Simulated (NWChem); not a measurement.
System: Si2N2H8; SMILES [SiH3]N[SiH2]N

Input file for NWChem:

```
start job
memory heap 200 mb stack 900 mb global 1100 mb
geometry units angstroms noautosym nocenter noautoz
  Si     0.066033    -2.021951     0.072436
  N      0.327593    -0.390092    -0.469984
  Si    -0.519567     1.076607    -0.075201
  N      0.619858     2.331634     0.244046
  H      1.365518    -2.669180     0.439527
  H     -0.578275    -2.898065    -0.958873
  H     -0.822117    -1.973845     1.270451
  H      1.052376    -0.272758    -1.175595
  H     -1.428773     0.680294     1.047164
  H     -1.354028     1.627217    -1.189316
  H      1.266882     2.279714     1.022395
  H      0.399641     3.290879     0.004492
end
basis spherical
  Si library def2-tzvp
  N library def2-tzvp
  H library def2-tzvp
end
dft
  xc xpbe96 cpbe96
  iterations 150
  semidirect filesize 400000000
end
property
  efieldgrad
end
task dft property
```

Output (shortened):

```
             Northwest Computational Chemistry Package (NWChem) 7.3.0
             --------------------------------------------------------

                             Geometry "geometry" -> ""
                             -------------------------

 Output coordinates in angstroms (scale by  1.889725989 to convert to a.u.)

  No.       Tag          Charge          X              Y              Z
 ---- ---------------- ---------- -------------- -------------- --------------
    1 Si                  14.0000     0.06603300    -2.02195100     0.07243600
    2 N                    7.0000     0.32759300    -0.39009200    -0.46998400
    3 Si                  14.0000    -0.51956700     1.07660700    -0.07520100
    4 N                    7.0000     0.61985800     2.33163400     0.24404600
    5 H                    1.0000     1.36551800    -2.66918000     0.43952700
    6 H                    1.0000    -0.57827500    -2.89806500    -0.95887300
    7 H                    1.0000    -0.82211700    -1.97384500     1.27045100
    8 H                    1.0000     1.05237600    -0.27275800    -1.17559500
    9 H                    1.0000    -1.42877300     0.68029400     1.04716400
   10 H                    1.0000    -1.35402800     1.62721700    -1.18931600
   11 H                    1.0000     1.26688200     2.27971400     1.02239500
   12 H                    1.0000     0.39964100     3.29087900     0.00449200

 Effective nuclear repulsion energy (a.u.)     224.2748643663

  pbe96 is a nonlocal functional; adding pw91lda local functional.
                              NWChem Property Module
                              ----------------------

  itol2e modified to match energy
  convergence criterion.

                                 NWChem DFT Module
                                 -----------------

 Summary of "ao basis" -> "ao basis" (spherical)
 ------------------------------------------------------------------------------
       Tag                 Description            Shells   Functions and Types
 ---------------- ------------------------------  ------  ---------------------
 Si                        def2-tzvp                13       37   5s5p2d1f
 N                         def2-tzvp                11       31   5s3p2d1f
 H                         def2-tzvp                 4        6   3s1p

  itol2e modified to match energy
  convergence criterion.

            General Information
            -------------------
          SCF calculation type: DFT
          Wavefunction type:  closed shell.
          No. of atoms     :    12
          No. of electrons :    50
           Alpha electrons :    25
            Beta electrons :    25
          Charge           :     0
          Spin multiplicity:     1
          Use of symmetry is: off; symmetry adaption is: off
          Maximum number of iterations: 150
          AO basis - number of functions:   184
                     number of shells:    80
          Convergence on energy requested:  1.00D-07
          Convergence on density requested:  1.00D-05
          Convergence on gradient requested:  5.00D-04

              XC Information
              --------------
          PerdewBurkeErnzerhof Exchange Functional  1.000
            Perdew 1991 LDA Correlation Functional  1.000 local
           PerdewBurkeErnz. Correlation Functional  1.000 non-local

             Grid Information
             ----------------
          Grid used for XC integration:  fine
          Radial quadrature: Mura-Knowles
          Angular quadrature: Lebedev.
          Tag              B.-S. Rad. Rad. Pts. Rad. Cut. Ang. Pts.
          ---              ---------- --------- --------- ---------
          Si                  1.10      123          13.0       770
          N                   0.65       70          14.0       590
          H                   0.35       60          15.0       590
          Grid pruning is: on
          Number of quadrature shells:   866
          Spatial weights used:  Erf1

      Superposition of Atomic Density Guess
      -------------------------------------

 Sum of atomic energies:        -690.29239824

      Non-variational initial energy
      ------------------------------

 Total energy =    -692.124833
 1-e energy   =   -1398.266563
 2-e energy   =     481.866866
 HOMO         =      -0.330912
 LUMO         =       0.020959

------------------------------------------------------------
EAF file 0: "./job.aoints.0" size=554696704 bytes
------------------------------------------------------------
               write      read    awrite     aread      wait
               -----      ----    ------     -----      ----
     calls:     1058         0         0         0         0
   data(b): 5.55e+08  0.00e+00  0.00e+00  0.00e+00
   time(s): 0.00e+00  0.00e+00  0.00e+00  0.00e+00  0.00e+00
rate(mb/s): 0.00e+00  0.00e+00
------------------------------------------------------------

   convergence    iter        energy       DeltaE   RMS-Dens  Diis-err
 ---------------- ----- ----------------- --------- --------- ---------
 d= 0,ls=0.0,diis     1   -692.9119970022 -9.17D+02  5.46D-03  1.30D+00
 d= 0,ls=0.0,diis     2   -692.8355546252  7.64D-02  4.55D-03  1.38D+00
 d= 0,ls=0.0,diis     3   -692.9459140390 -1.10D-01  1.56D-03  4.21D-01
 d= 0,ls=0.0,diis     4   -692.9895558368 -4.36D-02  3.74D-04  7.00D-03
 d= 0,ls=0.0,diis     5   -692.9900960637 -5.40D-04  1.43D-04  3.05D-03
  Resetting Diis
 d= 0,ls=0.0,diis     6   -692.9904127288 -3.17D-04  4.33D-05  1.29D-04
 d= 0,ls=0.0,diis     7   -692.9904278953 -1.52D-05  8.27D-06  2.44D-06
 d= 0,ls=0.0,diis     8   -692.9904278804  1.50D-08  5.02D-06  2.25D-06

         Total DFT energy =     -692.990427880350
      One electron energy =    -1403.207352901297
           Coulomb energy =      544.213797027695
    Exchange-Corr. energy =      -58.271736373049
 Nuclear repulsion energy =      224.274864366300

 Numeric. integr. density =       49.999997208411

                       DFT Final Molecular Orbital Analysis
                       ------------------------------------

[...]

          -----------------------
          Electric field gradient
          -----------------------

 1 a.u. = 0.324123 10**(16) esu/cm**3  ( or statvolts/cm**2 ) = 0.97174 10**(22) v/m**2

 ------------------------------------------------------------
   Atom      X         Y         Z
 ------------------------------------------------------------
    1 Si   0.12478  -3.82093   0.13688
 ------------------------------------------------------------

 Electric field gradient in molecular frame (a.u.)
         XX             YY             ZZ             XY             XZ             YZ
 ------------------------------------------------------------------------------------------
        0.093486      -0.143172       0.049686      -0.038982       0.003209       0.136908

 Principal components (a.u.) and orientation
 of principal axis w.r.t. absolute frame                      Asymmetry parameter eta
 --------------------------------------------------------------------------------------
       -0.218385       0.128116       0.090269                       0.173304

        0.115168      -0.439502       0.890828
        0.884092       0.454229       0.109804
       -0.452899       0.774928       0.440873

 ------------------------------------------------------------
   Atom      X         Y         Z
 ------------------------------------------------------------
    2 N    0.61906  -0.73717  -0.88814
 ------------------------------------------------------------

 Electric field gradient in molecular frame (a.u.)
         XX             YY             ZZ             XY             XZ             YZ
 ------------------------------------------------------------------------------------------
        0.026955      -0.160287       0.133333       0.051618       0.552996       0.131568

 Principal components (a.u.) and orientation
 of principal axis w.r.t. absolute frame                      Asymmetry parameter eta
 --------------------------------------------------------------------------------------
        0.657097      -0.483613      -0.173484                       0.471969

        0.658476       0.717584      -0.226897
        0.159955       0.161157       0.973880
        0.735407      -0.677570      -0.008663

 ------------------------------------------------------------
   Atom      X         Y         Z
 ------------------------------------------------------------
    3 Si  -0.98184   2.03449  -0.14211
 ------------------------------------------------------------

 Electric field gradient in molecular frame (a.u.)
         XX             YY             ZZ             XY             XZ             YZ
 ------------------------------------------------------------------------------------------
       -0.018421      -0.058613       0.077034       0.041816      -0.012900      -0.173065

 Principal components (a.u.) and orientation
 of principal axis w.r.t. absolute frame                      Asymmetry parameter eta
 --------------------------------------------------------------------------------------
        0.200489      -0.181325      -0.019164                       0.808828

       -0.155808      -0.168233       0.973356
       -0.565915       0.822845       0.051631
        0.809607       0.542793       0.223411

 ------------------------------------------------------------
   Atom      X         Y         Z
 ------------------------------------------------------------
    4 N    1.17136   4.40615   0.46118
 ------------------------------------------------------------

 Electric field gradient in molecular frame (a.u.)
         XX             YY             ZZ             XY             XZ             YZ
 ------------------------------------------------------------------------------------------
        0.139052      -0.358689       0.219637      -0.021716      -0.631811       0.237926

 Principal components (a.u.) and orientation
 of principal axis w.r.t. absolute frame                      Asymmetry parameter eta
 --------------------------------------------------------------------------------------
        0.842397      -0.570054      -0.272344                       0.353408

       -0.662651       0.512167       0.546424
        0.157040      -0.618365       0.770041
        0.732279       0.596079       0.329329

 ------------------------------------------------------------
   Atom      X         Y         Z
 ------------------------------------------------------------
    5 H    2.58045  -5.04402   0.83059
 ------------------------------------------------------------

 Electric field gradient in molecular frame (a.u.)
         XX             YY             ZZ             XY             XZ             YZ
 ------------------------------------------------------------------------------------------
       -0.090751       0.030316       0.060435       0.078843      -0.044460       0.024218

 Principal components (a.u.) and orientation
 of principal axis w.r.t. absolute frame                      Asymmetry parameter eta
 --------------------------------------------------------------------------------------
       -0.142245       0.073909       0.068336                       0.039174

        0.869186      -0.026723       0.493762
       -0.431119       0.448095       0.783165
        0.242181       0.893586      -0.377958

 ------------------------------------------------------------
   Atom      X         Y         Z
 ------------------------------------------------------------
    6 H   -1.09278  -5.47655  -1.81201
 ------------------------------------------------------------

 Electric field gradient in molecular frame (a.u.)
         XX             YY             ZZ             XY             XZ             YZ
 ------------------------------------------------------------------------------------------
        0.033740      -0.002679      -0.031061      -0.053568      -0.063099      -0.083861

 Principal components (a.u.) and orientation
 of principal axis w.r.t. absolute frame                      Asymmetry parameter eta
 --------------------------------------------------------------------------------------
       -0.141106       0.072929       0.068177                       0.033677

        0.427871       0.903254       0.032523
        0.583659      -0.303596       0.753108
        0.690122      -0.303251      -0.657093

 ------------------------------------------------------------
   Atom      X         Y         Z
 ------------------------------------------------------------
    7 H   -1.55358  -3.73003   2.40080
 ------------------------------------------------------------

 Electric field gradient in molecular frame (a.u.)
         XX             YY             ZZ             XY             XZ             YZ
 ------------------------------------------------------------------------------------------
       -0.002527       0.069607      -0.067080       0.003908       0.105202      -0.004358

 Principal components (a.u.) and orientation
 of principal axis w.r.t. absolute frame                      Asymmetry parameter eta
 --------------------------------------------------------------------------------------
       -0.145003       0.075293       0.069710                       0.038500

       -0.594264       0.801738      -0.063762
        0.027145       0.099228       0.994694
        0.803812       0.589380      -0.080731

 ------------------------------------------------------------
   Atom      X         Y         Z
 ------------------------------------------------------------
    8 H    1.98870  -0.51544  -2.22155
 ------------------------------------------------------------

 Electric field gradient in molecular frame (a.u.)
         XX             YY             ZZ             XY             XZ             YZ
 ------------------------------------------------------------------------------------------
       -0.095091       0.171341      -0.076250      -0.040899       0.305983       0.051035

 Principal components (a.u.) and orientation
 of principal axis w.r.t. absolute frame                      Asymmetry parameter eta
 --------------------------------------------------------------------------------------
       -0.399180       0.221981       0.177199                       0.112184

        0.712266       0.670295      -0.208281
        0.113029       0.183332       0.976532
       -0.692749       0.719092      -0.054818

 ------------------------------------------------------------
   Atom      X         Y         Z
 ------------------------------------------------------------
    9 H   -2.69999   1.28557   1.97885
 ------------------------------------------------------------

 Electric field gradient in molecular frame (a.u.)
         XX             YY             ZZ             XY             XZ             YZ
 ------------------------------------------------------------------------------------------
       -0.006245       0.054296      -0.048051      -0.032437       0.096183       0.040531

 Principal components (a.u.) and orientation
 of principal axis w.r.t. absolute frame                      Asymmetry parameter eta
 --------------------------------------------------------------------------------------
       -0.139484       0.071290       0.068194                       0.022200

       -0.606001       0.768320      -0.206028
       -0.258772       0.054505       0.964400
        0.752197       0.637741       0.165789

[...]
```

Level: PBE/def2-TZVP. Geometry: optimised at PBE0/def2-SVP. NWChem prints the field gradient with the sign opposite to the second derivative of the potential.
